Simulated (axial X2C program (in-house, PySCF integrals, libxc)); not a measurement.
**Spin–orbit effects along a row: molecules with Rb, PBE0**

Calculated with an axial X2C code built on PySCF integrals, spin-free (one-electron X2C) or two-component (2c: spin–orbit coupling with atomic mean-field Coulomb and Gaunt terms, which also bring small scalar terms), in Dyall basis sets with cores contracted in-house; open shells are unrestricted.

Basis sets: In dyall-cv3z, Nb dyall-cv3z, Rb dyall-cv3z, Sb dyall-cv3z, Sr dyall-cv3z, Te dyall-cv3z.

```csv
molecule,spin-free state,Re (Å),ωe (cm⁻¹),De (eV),2c state,Re 2c (Å),ωe 2c (cm⁻¹),De 2c (eV)
RbSr,"M_S = 1/2, Λ = 0",4.632,44.9,0.19,Ω = 1/2,4.631,44.9,0.19
RbNb,"M_S = 2, Λ = 0",3.645,75.1,0.61,Ω = 2,3.644,75.0,n/a
RbIn,"M_S = 1, Λ = 1",3.614,76.7,0.54,Ω = 0,3.857,71.4,n/a
RbSb,?,?,?,?,?,?,?,?
RbTe,"M_S = 1/2, Λ = 1",3.287,125.5,2.25,Ω = 3/2,3.291,124.6,2.20
```

**Question.** Estimate the 2c Re and ωe of RbSb as the mean of its neighbours in the table.

**Answer.** Re ≈ 3.574 Å, ωe ≈ 98.0 cm⁻¹. The PBE0 runs give the row below, so the estimate misses by 0.140 Å and -10.7 cm⁻¹.

| molecule | spin-free state | Re (Å) | ωe (cm⁻¹) | De (eV) | 2c state | Re 2c (Å) | ωe 2c (cm⁻¹) | De 2c (eV) |
| --- | --- | --- | --- | --- | --- | --- | --- | --- |
| RbSb | M_S = 1, Λ = 0 | 3.442 | 109.4 | 1.23 | Ω = 1 | 3.434 | 108.7 | 1.21 |

Each entry is the lowest single determinant of a limited PBE0 search at one distance. De goes to single-determinant-based atoms at the same level (for ions the charge split of lowest energy) and is withheld (n/a) where an atom does not fit its ground term or J level. Main or longest-lived isotopes. One determinant is a doubtful description, or other states lie close, for RbNb, RbIn, RbSb, RbTe; these need not be ground states, and all values refer to the states named. Some open-shell Ω = 0 determinants are out of reach, so the Ω given for RbNb, RbSb need not be the lowest component. With several unpaired electrons the Ω given is that of one determinant, not necessarily of the lowest component. The functionals have no current term, which raises determinants with orbital currents. Where the atoms have a lower orbital projection than the molecule, De at mean-field level may be about a tenth of an eV too small. The lowest determinant changes configuration between the Hamiltonians for RbIn, so two states are compared there.
